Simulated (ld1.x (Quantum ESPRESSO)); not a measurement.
**Which change was made? (Si, ultrasoft)**

ld1.x (Quantum ESPRESSO) 7.5 input, shortened:

```
&input
   title='Si', zed=14., rel=0, dft='REVPBE', iswitch=3,
   config='[Ne] 3s2 3p0.5 3d-2'
 /
 &inputp
   pseudotype=3, tm=.true., lloc=2,
   nlcc=.true.,
   which_augfun='PSQ', rmatch_augfun=0.60
 /
5
2S  1  0   2.00   0.00  0.85  0.90  0.0
3S  2  0   2.00   0.00  0.85  0.90  0.0
2P  2  1   6.00   0.00  0.75  0.80  0.0
3P  3  1   0.50   0.00  0.75  0.80  0.0
3D  3  2  -2.00   0.05  0.70  0.70  0.0
 &test
   configts(1)='2s2 2p6 3s2 3p0.5'
 /
```

Cutoffs, loose and tight: the cutoffs (Ry, on a coarse ladder) from which the occupation-weighted sum of valence levels, in a spherical-Bessel basis at the reference potential, stays within 10 and 1 mRy of its value at 400 Ry. They do not see the model core or the augmentation charge, which bear on the density cutoff. Test errors are all-electron minus pseudo excitation energies from the reference, over the configurations 2s2 2p6 3s2 3p2; 2s2 2p6 3s2 3p1; 2s2 2p6 3s2 3p0; 2s2 2p6 3s2 3p1.5; 2s2 2p6 3s1 3p0; 2s2 2p5 3s2 3p2; 2s2 2p6 3s1 3p3; variants that change the core or the reference have their own tests.

The base gives: outcome: generated; cutoff, loose: 160 Ry; cutoff, tight: 230 Ry; bound ghosts: none; largest test error (meV): +89.

(1) After one change the result is: outcome: generated; cutoff, loose: 230 Ry; cutoff, tight: over 300 Ry; bound ghosts: none; largest test error (meV): -87. Which change was it?
A. waves 2p (bound): rcut 0.58, rcutus 0.62 bohr; 3p (bound): rcut 0.58, rcutus 0.62 bohr
B. reference 2s2 2p6 3s1.75 3p2.25; added wave 3d channel at 0.6 Ry: rc 0.70 bohr; local potential all-electron potential smoothed inside 0.75 bohr (lloc = -1)
C. local potential all-electron potential smoothed inside 0.90 bohr (lloc = -1)

Results:

(1) A. The others give: local potential all-electron potential smoothed inside 0.90 bohr (lloc = -1) → outcome: generated, overlap not positive; bound ghosts: not determined (overlap not positive); largest test error (meV): +74 | reference 2s2 2p6 3s1.75 3p2.25; added wave 3d channel at 0.6 Ry: rc 0.70 bohr; local potential all-electron potential smoothed inside 0.75 bohr (lloc = -1) → outcome: generated; cutoff, loose: 160 Ry; cutoff, tight: 230 Ry; bound ghosts: none; largest test error (meV): -1.5. A file whose overlap is not positive is unfit for use, and its test errors describe a broken file.
